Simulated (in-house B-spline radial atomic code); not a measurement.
Ionising Gd LVIII (Gd57+) with different functionals

Computed with a radial B-spline atomic code at the basis-set limit: scalar-relativistic (spin-free X2C) Hamiltonian, Fermi nucleus of rms radius 5.1569 fm, spin-polarised at highest spin, spherical fractional occupations for the functionals, the average over the highest-spin determinants for Hartree-Fock. The ionisation energy is the difference of two self-consistent energies, [He] 2s2 2p3 → [He] 2s2 2p2, without Breit or QED terms; ε is the level of the shell that loses the electron (its least bound occupied spin orbital). There is no spin-orbit coupling in this Hamiltonian.

Hybrids are left out here: with spherical fractional occupations of an open shell their exact exchange keeps a self-interaction that integer-occupation calculations don't have.

```json
{"method": "Hartree-Fock", "rung": "Hartree-Fock", "ΔSCF (eV)": "12434.6", "-ε(2p) (eV)": "12436.3"}
{"method": "LDA VWN5", "rung": "LDA", "ΔSCF (eV)": "12426.7", "-ε(2p) (eV)": "12282.2"}
{"method": "LDA PW92", "rung": "LDA", "ΔSCF (eV)": "12426.7", "-ε(2p) (eV)": "12282.2"}
{"method": "OLYP", "rung": "GGA", "ΔSCF (eV)": "12439.9", "-ε(2p) (eV)": "12296.4"}
```

Task: How do they compare with the NIST value?

Result: NIST lists 12147 eV ± 6 (tabulated theory, ground level to ground level). Errors run from +279.7 to +292.9 eV. The correlated functionals all miss on the same side by more than they spread, so the cause is common to them (spin-orbit coupling, Breit-QED terms, multiplet and fine-structure energies, or a listed next ion that isn't the cheapest removal here) and closeness doesn't rank the functionals. Hartree-Fock also lacks correlation.
